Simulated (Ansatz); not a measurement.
Ansatz (a first-principles code) input (CCSD(T)/aug-cc-pV(D+d)Z):
A basis named .json is the Basis Set Exchange file of that set.

Ansatz 0.2 input:
```yaml
crystal:
  periodic: [false, false, false]
  atoms:
    - {symbol: C, position_ang: [-2.87126342, -0.96495414, 0.54839182]}
    - {symbol: C, position_ang: [-1.70718957, -0.45936687, -0.22024206]}
    - {symbol: C, position_ang: [-0.36632806, -0.76386727, 0.44680197]}
    - {symbol: C, position_ang: [0.85187967, -0.26413084, -0.31092891]}
    - {symbol: C, position_ang: [2.16360514, -0.70401384, 0.30835443]}
    - {symbol: Cl, position_ang: [0.82765430, 1.56407531, -0.39944553]}
    - {symbol: H, position_ang: [-3.83148829, -1.10547206, 0.07233915]}
    - {symbol: H, position_ang: [-2.82271678, -1.06190326, 1.62513557]}
    - {symbol: H, position_ang: [-1.78705454, 0.62924386, -0.35781738]}
    - {symbol: H, position_ang: [-1.71723788, -0.87539861, -1.23478545]}
    - {symbol: H, position_ang: [-0.25656034, -1.84865886, 0.55122241]}
    - {symbol: H, position_ang: [-0.35039640, -0.34771514, 1.45802924]}
    - {symbol: H, position_ang: [0.79986057, -0.57501621, -1.35410381]}
    - {symbol: H, position_ang: [3.01330051, -0.31546993, -0.25112383]}
    - {symbol: H, position_ang: [2.23982963, -0.35528074, 1.33900269]}
    - {symbol: H, position_ang: [2.21811758, -1.79561165, 0.30841209]}
basis:
  gaussian:
    orbitals: aug-cc-pV_D+d_Z.json
magnetization: {spin_polarized: true, initial_magnetization: 1}
correlation: {method: ccsd_t, electrons: outside_noble_gas}
output: {forces: true}
```

End of the output:

```
Atom 2 at    -0.366328    -0.763867     0.446802 Å, force    -0.068433     0.034185    -0.026880 eV/Å
Atom 3 at     0.851880    -0.264131    -0.310929 Å, force    -0.048931     0.333698     0.014566 eV/Å
Atom 4 at     2.163605    -0.704014     0.308354 Å, force    -0.028898    -0.000003     0.009532 eV/Å
Atom 5 at     0.827654     1.564075    -0.399446 Å, force    -0.003721     0.064402     0.031116 eV/Å
Atom 6 at    -3.831488    -1.105472     0.072339 Å, force    -0.470251    -0.067558    -0.225664 eV/Å
Atom 7 at    -2.822717    -1.061903     1.625136 Å, force     0.018127    -0.041010     0.523999 eV/Å
Atom 8 at    -1.787055     0.629244    -0.357817 Å, force    -0.031031     0.424377    -0.035332 eV/Å
Atom 9 at    -1.717238    -0.875399    -1.234785 Å, force     0.009106    -0.198180    -0.409462 eV/Å
Atom 10 at    -0.256560    -1.848659     0.551222 Å, force     0.052142    -0.486135     0.032535 eV/Å
Atom 11 at    -0.350396    -0.347715     1.458029 Å, force     0.010662     0.209506     0.452852 eV/Å
Atom 12 at     0.799861    -0.575016    -1.354104 Å, force    -0.025748    -0.155485    -0.493353 eV/Å
Atom 13 at     3.013301    -0.315470    -0.251124 Å, force     0.375124     0.182578    -0.262172 eV/Å
Atom 14 at     2.239830    -0.355281     1.339003 Å, force     0.016728     0.176415     0.462673 eV/Å
Atom 15 at     2.218118    -1.795612     0.308412 Å, force     0.013893    -0.478660    -0.010760 eV/Å
Dipole moment:     0.028352    -0.395248     0.014890 e Å
```

It need not be the lowest isomer of its formula.
